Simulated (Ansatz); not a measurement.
Basis sets compared for ZnI2. The state is a singlet with charge 0. Geometry r2SCAN-D4/def2-TZVP. Ansatz on 4 threads of Arm Neoverse V1 on a shared host; times are rough, and most runs start from earlier orbitals.

Cartesian coordinates in Å:
```
Zn 0.000 0.000 0.000
I 1.032 -0.261 2.158
I -1.032 0.261 -2.158
```

In the def2 sets I takes a core potential; there is no spin–orbit coupling.

Binding counts from free atoms (Zn singlet, I doublet) in the same basis, without a counterpoise term.

```json
{"level": "PBE-D4/def2-SVP", "functions": "83", "energy (Eh)": "-2374.3542", "HOMO (eV)": "-6.56", "LUMO (eV)": "-2.53", "binding per atom (eV)": "1.71", "wall time": "0.75 s"}
{"level": "PBE-D4/def2-TZVP", "functions": "148", "energy (Eh)": "-2374.6420", "HOMO (eV)": "-6.72", "LUMO (eV)": "-2.68", "binding per atom (eV)": "1.64", "wall time": "1.2 s"}
{"level": "r2SCAN-D4/def2-TZVP (with forces)", "functions": "148", "energy (Eh)": "-2375.1517", "HOMO (eV)": "-7.02", "LUMO (eV)": "-2.42", "binding per atom (eV)": "1.70", "wall time": "3.4 s"}
{"level": "PBE0-D4/def2-SVP", "functions": "83", "energy (Eh)": "-2374.4388", "HOMO (eV)": "-7.73", "LUMO (eV)": "-1.76", "binding per atom (eV)": "1.72", "wall time": "1.2 s"}
{"level": "PBE0-D4/def2-TZVP", "functions": "148", "energy (Eh)": "-2374.7149", "HOMO (eV)": "-7.84", "LUMO (eV)": "-1.85", "binding per atom (eV)": "1.67", "wall time": "2.3 s"}
```

Question: Estimate the rows for PBE-D4/def2-TZVPD, r2SCAN-D4/def2-TZVPD, PBE0-D4/def2-TZVPD.

Answer: 
```json
{"level": "PBE-D4/def2-TZVPD", "functions": "169", "energy (Eh)": "-2374.6426", "HOMO (eV)": "-6.74", "LUMO (eV)": "-2.70", "binding per atom (eV)": "1.65", "wall time": "2 s"}
{"level": "r2SCAN-D4/def2-TZVPD", "functions": "169", "energy (Eh)": "-2375.1522", "HOMO (eV)": "-7.03", "LUMO (eV)": "-2.43", "binding per atom (eV)": "1.70", "wall time": "3.5 s"}
{"level": "PBE0-D4/def2-TZVPD", "functions": "169", "energy (Eh)": "-2374.7154", "HOMO (eV)": "-7.85", "LUMO (eV)": "-1.88", "binding per atom (eV)": "1.68", "wall time": "3 s"}
```
